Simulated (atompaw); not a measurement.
Reading a pseudo-wave (Cd)

Columns: radius, all-electron u(r) and pseudo u(r) of the 4p shell (level -66.97 eV) of cadmium in the configuration [Ar] 3d10 4s2 4p6 4d10 5s2 5p0; PBE, scalar-relativistic, PAW (atompaw) scheme, atompaw 4.2.0.5.

```csv
r (bohr),all-electron,pseudo
0.073,0.4121,0.0213
0.146,-0.0889,0.0836
0.219,-0.5612,0.1818
0.292,-0.6082,0.3078
0.365,-0.3446,0.4518
0.438,0.0431,0.6025
0.512,0.4307,0.7505
0.585,0.7433,0.8812
0.658,0.9657,0.9881
0.731,1.1008,1.0648
0.804,1.1617,1.1082
0.877,1.1656,1.1180
0.950,1.1289,1.0967
1.023,1.0656,1.0488
1.096,0.9868,0.9810
1.169,0.9004,0.9002
1.242,0.8123,0.8136
1.315,0.7261,0.7270
1.388,0.6443,0.6445
1.462,0.5675,0.5675
1.535,0.4982,0.4982
1.608,0.4357,0.4357
1.681,0.3798,0.3798
1.754,0.3301,0.3301
1.827,0.2863,0.2863
1.900,0.2478,0.2478
```

Task: How many radial nodes do the two functions have?

Result: The all-electron 4p function has n − l − 1 = 2; the pseudo-wave has 0, since the states of the same l below it are removed with the core.

Task: At about which radius was the pseudo-wave matched?

Result: 1.45 bohr, where the columns begin to agree (steps of 0.07 bohr).

Task: Is the pseudo-wave norm-conserving?

Result: No, it belongs to a PAW set: the norm inside the radius is not constrained, and the difference is carried by the augmentation charge.
